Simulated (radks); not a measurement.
Spherical quantum dot in the effective-mass picture: electrons in a hard-walled sphere of radius 4.54, all in effective atomic units (hartree* = m*/eps^2 hartree, bohr* = eps/m* bohr), one dielectric constant everywhere. Method: non-relativistic Kohn-Sham, PBE, spin-polarised, spherical densities; computed with a radial shooting solver with Libxc functionals. Levels are named by radial order and angular momentum (1s, 1p, 1d, 2s, ...), and open shells are averaged over m. Results are scaled to m* = 0.045 and eps = 8.7, for which hartree* = 16.18 meV and bohr* = 10.23 nm.

N = 10, configuration 1s2 1p6 1d(up 2, down 0). This is the lowest configuration that the search found. Occupied and some empty levels:

level    occupation  eigenvalue (meV)  <r> (nm)
1s up             1            48.737     29.53
1s down           1            49.203     29.24
1p up             3            51.102     31.20
1p down           3            51.630     31.04
1d up             2            54.989     32.52
1d down           0            55.563     32.43
1f up             0            60.173     33.59
1f down           0            60.780     33.54
2s up             0            62.138     21.36
2s down           0            62.284     21.41
2p up             0            69.049     24.54
2p down           0            69.283     24.53

Energy (meV): total 287.530, kinetic 92.905, external 0, Hartree 242.94, exchange-correlation -48.311.

Electron density:

r (nm)  n(r) (e/nm^3)
2.43        5.223e-06
5.90        6.767e-06
9.37        9.830e-06
12.8       0.00001465
16.3       0.00002135
19.8       0.00002958
23.3       0.00003825
26.7       0.00004517
30.2       0.00004724
33.7       0.00004181
37.1       0.00002872
40.6       0.00001289
44.1        2.159e-06
